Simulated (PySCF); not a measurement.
**Multinuclear NMR of C$_{7}$H$_{11}$ClSi**

Atom-mapped SMILES (the numbers label the heavy atoms): `[Cl:1][C@@H:2]1[SiH2:3][CH:4]=[C:5]1[CH:6]1[CH2:7][CH2:8][CH2:9]1`. Each H is labelled by its parent atom. Ha(C7), Ha(C8), Ha(C9) are cis to C5 on the ring; Ha(Si3) is cis to Cl1 on the ring; Hb(C7), Hb(C8), Hb(C9) are trans to C5 on the ring; Hb(Si3) is trans to Cl1 on the ring.

Gas phase, single conformer, relativity neglected. Geometry: GFN2-xTB; PBE0/pcSseg-1 with gauge-including orbitals; PySCF 2.14.0 with density-fitted response routines.

Task: Where does 29Si resonate?

Result: 
```csv
atoms,environment,σ (ppm),δ (ppm)
Si3,"silicon bonded to 2 C, 2 H, in a 4-membered ring",384.6,-36.1
```

Shieldings were converted by a linear fit to measured shifts: 29Si: δ = 279.94 − 0.822σ (rms 8.9 ppm, 72 shifts, 25.8 ppm with the 6 outliers that the fit left out vs TMS, solution or neat liquid). A few per cent of atoms miss by over 2 rms, more outside the fitted compound classes.

On a 600 MHz spectrometer 29Si resonates near 119.2 MHz, so 1 ppm is 119.2 Hz.
